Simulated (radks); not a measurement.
Spherical jellium clusters: N electrons in a uniform positive sphere of charge N and radius rs N^(1/3), rs = 5.31 bohr. Calculated with a radial shooting solver with Libxc functionals: non-relativistic Kohn-Sham, PBE, spin-polarised, spherical densities. Levels are named by radial order and angular momentum (1s, 1p, 1d, 2s, ...), and open shells are averaged over m.

N = 8, configuration 1s2 1p6. This is the lowest configuration that the search found. Occupied and some empty levels:

level  occupation  eigenvalue (eV)  <r> (bohr)
1s              2          -3.2742       7.119
1p              6          -2.5795       8.347
1d              0          -1.6860       9.430
2s              0          -1.2190       8.823
1f              0         -0.68694       10.74

Energy (eV): total -14.3153, kinetic 8.1616, external -195.50, Hartree 97.441, exchange-correlation -22.809, background 98.391.

Electron density:

r (bohr)  n(r) (e/bohr^3)
0.760           0.0009268
2.03             0.001165
3.30             0.001538
4.57             0.001901
5.84             0.002076
7.11             0.001929
8.38             0.001467
9.64            0.0008802
10.9            0.0004075
12.2            0.0001546
13.4           0.00005350
14.7           0.00001760
16.0            5.571e-06
